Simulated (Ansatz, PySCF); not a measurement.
Dimer: HF (SMILES F) (first 2 atoms) with HI (SMILES I); geometry from B3LYP-D3(BJ)/def2-TZVP, rigid monomers moved along the line of their centres of mass till F1···H4 is 2.56 Å.
(charge 0, multiplicity 1):
```xyz
4

F      0.55178     0.61912    -0.26114
H      0.28287    -0.21342    -0.56465
I     -0.19742     0.17765     3.74642
H      0.21332     0.69876     2.27045
```

Counterpoise-corrected where a basis set is named; no monomer relaxation.

Cores are frozen in the correlated methods. Filled d and f shells under p-block atoms count as core.

Run with Ansatz (Gaussian basis) for Hartree–Fock, density functionals and correlated methods; PySCF for the dispersion terms. Each number belongs to the level named beside it. In def2 rows elements past Kr take small-core potentials, without spin–orbit coupling.

Task: Predict the interaction energy from B3LYP-D3(BJ)/def2-TZVPPD.

Result: -1.4 kcal/mol

Ansatz is a quantum-chemistry and plane-wave program.
